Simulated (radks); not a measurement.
Excited configurations of Pd+: one electron is placed in a higher orbital outside [Kr] 4d8. The ground configuration is [Kr] 4d9. All-electron calculation, Dirac Kohn-Sham, PBE, spin-unpolarised, spherical densities, point nucleus; open shells are shared between the two j in proportion to 2j + 1. Program: a radial shooting solver on a logarithmic mesh with Libxc functionals. Excitation = E - E(ground); binding = E(ion) - E, where the ion is the core of charge +2; n* = 2/sqrt(2 binding) in atomic units, and the quantum defect is n - n*. Eigenvalue and <r> are those of j = l + 1/2.

| outer orbital | excitation (eV) | binding (eV) | eigenvalue (eV) | <r> (bohr) |
|---|---|---|---|---|
| 4f | 17.304 | 3.515 | -2.488 | 8.617 |
| 5s | 4.525 | 16.294 | -12.452 | 2.782 |
| 5p | 9.835 | 10.984 | -7.864 | 3.549 |
| 5d | 15.104 | 5.715 | -4.097 | 5.879 |
| 5f | 18.438 | 2.381 | -1.798 | 14.64 |
| 6s | 14.132 | 6.687 | -5.267 | 6.340 |
| 6f | 19.116 | 1.703 | -1.333 | 22.01 |
| 7s | 17.049 | 3.770 | -3.005 | 11.24 |
| 7p | 17.676 | 3.143 | -2.493 | 13.06 |
| 7d | 18.556 | 2.263 | -1.791 | 17.44 |
| 7f | 19.549 | 1.270 | -1.018 | 30.81 |

The Delta-SCF ionisation energy is 20.819 eV (NIST Atomic Spectra Database: 19.4 eV, semi-empirical). Self-interaction in the functional shifts the binding energies and quantum defects, so they are the method's values and not measured ones. Spin polarisation and multiplet splitting are left out, so open shells lie too high by an amount that depends on their filling. Sharing an open shell by 2j + 1 raises it above the true ground level by a part of the spin-orbit splitting, which enters the differences from NIST.

Beside tabulated values, note that spin-unpolarised runs miss the spin-polarisation part of the exchange energy of open shells.
